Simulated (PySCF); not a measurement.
Screening by computed properties: pick the candidate that meets the target.

Species are written as SMILES; each is one conformer at its optimised geometry, gas phase, non-relativistic unless stated. Electronic properties by PySCF.

The conformers computed, where there is a choice (atom-mapped SMILES and torsion angles):
- `[CH2:1]=[CH:2][P@+:3]1([CH3:4])[CH2:5][CH2:6][C@@H:7]1[SiH3:8]`: C1–C2–P3–C4 -3°
- `[CH2:1]=[CH:2][C@:3]([F:4])([C:5](=[O:6])[Cl:7])[CH:8]([CH3:9])[CH3:10]`: C1–C2–C3–F4 3°, C2–C3–C5–O6 -67°, C2–C3–C8–C9 -59°
- `[CH3:1][C:2](=[O:3])[NH:4][C:5]([CH3:6])=[S:7]`: C1–C2–N4–C5 180°, C2–N4–C5–C6 0°

(1) Wanted: HOMO energy between -10 eV and -7 eV (PBE0/pcSseg-1) and smallest rotational constant above 0.84 GHz (GFN2-xTB), at GFN2-xTB geometries. Which candidate meets both?
A. `C=C[P@+]1(C)CC[C@@H]1[SiH3]`
B. `C#C/C=C/C#N`
C. `CC(=O)NC(C)=S`
D. `C=C[C@](F)(C(=O)Cl)C(C)C`

Answers

(1) B. Computed values:
```
                    species  HOMO energy  smallest rotational constant
C=C[P@+]1(C)CC[C@@H]1[SiH3]    -12.57 eV                     0.892 GHz
   C=C[C@](F)(C(=O)Cl)C(C)C     -8.07 eV                     0.791 GHz
                C#C/C=C/C#N     -7.83 eV                     1.455 GHz
              CC(=O)NC(C)=S     -6.54 eV                     1.025 GHz
```
